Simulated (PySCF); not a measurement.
A PySCF script (with the pyscf-properties extension) for the NMR shieldings of SMILES C=C(C#N)C[SiH2]NC=O, C₅H₈N₂OSi, on a GFN2-xTB geometry:

```python
import basis_set_exchange as bse
import numpy as np
from pyscf import gto, dft
from pyscf.prop import nmr

atoms = """
C    -1.683443   -0.924469   -1.248104
C    -1.263397   -1.078655    0.008486
C    -2.167733   -0.857415    1.076669
N    -2.895999   -0.691668    1.946143
C     0.126689   -1.440966    0.406391
Si    1.114208    0.093491    1.003452
N     0.943706    1.216348   -0.338695
C     1.611258    2.366683   -0.161163
O     2.263351    2.561012    0.834716
H    -1.024231   -1.098562   -2.082706
H    -2.696084   -0.639629   -1.477806
H     0.632540   -1.914817   -0.434570
H     0.102276   -2.157262    1.225676
H     0.496363    0.675295    2.187799
H     2.516849   -0.281771    1.140281
H     0.392169    1.081286   -1.170848
H     1.524481    3.103129   -0.977246
"""
names = dict.fromkeys(["C", "N", "Si", "O", "H"], "pcSseg-1")
basis = {el: gto.basis.parse(bse.get_basis(n, elements=[el], fmt="nwchem")) for el, n in names.items()}
mol = gto.M(atom=atoms, basis=basis, charge=0, verbose=0)
mf = dft.RKS(mol, xc="PBE0")
mf.grids.level = 2
mf.grids.alignment = dft.numint.BLKSIZE   # the property module wants whole blocks of grid points
mf.conv_tol = 1e-9
mf.kernel()

calc = nmr.RKS(mf)   # GIAO
C = mf.mo_coeff
Co = C[:, mf.mo_occ > 0]
resp = mf.gen_response(singlet=True, hermi=2)
def vind(x):   # induced exchange potential for any number of trial vectors
    d = np.einsum("pi,xij,qj->xpq", C, 2 * x.reshape(-1, C.shape[1], Co.shape[1]), Co, optimize=True)
    return np.einsum("xpq,pi,qj->xij", resp(d - d.transpose(0, 2, 1)), C, Co, optimize=True).ravel()
mo1, _ = nmr.rhf.solve_mo1(calc, with_cphf=vind)
sigma = calc.kernel(mo1)
for i, s in enumerate(sigma):   # ppm
    w = np.linalg.eigvalsh((s + s.T) / 2)
    print("%2d %-2s iso %8.1f  s11 %8.1f  s22 %8.1f  s33 %8.1f" % (i, mol.atom_pure_symbol(i), w.mean(), *w))
```

**Question.** Give the expected output.

**Answer.** 
```
 0 C  iso     53.7  s11    -65.9  s22     71.1  s33    155.9
 1 C  iso     56.3  s11    -62.3  s22     72.7  s33    158.6
 2 C  iso     63.7  s11    -58.2  s22    -45.7  s33    295.0
 3 N  iso    -52.1  s11   -197.2  s22   -188.9  s33    230.0
 4 C  iso    162.1  s11    145.4  s22    154.5  s33    186.3
 5 Si iso    394.8  s11    381.6  s22    390.3  s33    412.5
 6 N  iso    143.1  s11     29.9  s22    162.7  s33    236.8
 7 C  iso     18.0  s11    -69.5  s22     25.1  s33     98.5
 8 O  iso   -116.8  s11   -400.5  s22   -234.3  s33    284.3
 9 H  iso     25.9  s11     21.6  s22     25.7  s33     30.5
10 H  iso     25.7  s11     21.8  s22     25.0  s33     30.4
11 H  iso     29.7  s11     26.2  s22     28.1  s33     34.9
12 H  iso     29.8  s11     25.8  s22     28.2  s33     35.3
13 H  iso     26.6  s11     23.1  s22     25.4  s33     31.3
14 H  iso     26.8  s11     23.3  s22     24.9  s33     32.1
15 H  iso     27.3  s11     22.0  s22     27.5  s33     32.3
16 H  iso     23.3  s11     19.7  s22     22.6  s33     27.6
```

These numbers come from an equivalent density-fitted implementation of the same equations, which agrees with the script to about 0.01 ppm for H and up to a few tenths of a ppm for heavy atoms, so last digits may differ.

**Question.** Turn these shieldings into chemical shifts. Shifts are taken against calculated references (same method and geometry level): TMS for ¹³C (σ = 186.93 ppm) and ²⁹Si (σ = 349.16 ppm) and ¹H (σ = 31.72 ppm); NH3 for ¹⁵N (σ = 267.73 ppm); H2O for ¹⁷O (σ = 336.08 ppm).

**Answer.** Averaging equivalent atoms: C 7: 168.9; C 0: 133.2; C 1: 130.6; C 2: 123.2; C 4: 24.8; N 3: 319.8; N 6: 124.6; Si 5: -45.7; O 8: 452.9; H 16: 8.39; H 10: 6.00; H 9: 5.82; H 13/14: 5.03; H 15: 4.43; H 11/12: 1.95 ppm. Unscaled 17O shifts of doubly bonded oxygen tend to come out too high, by tens of ppm or more. Experimental scales use liquid or dissolved standards, which lie at an offset from isolated NH3 (liquid NH3: subtract about 20 ppm) and H2O (liquid H2O: subtract about 36 ppm). Unscaled 15N shifts of sp2 nitrogen come out 20 to 40 ppm too high even then.

Size and cost of the density-fitted run: 200 basis functions, 42 s wall time on 1 thread of an Arm Neoverse V1, shared host; peak memory 0.88 GiB.
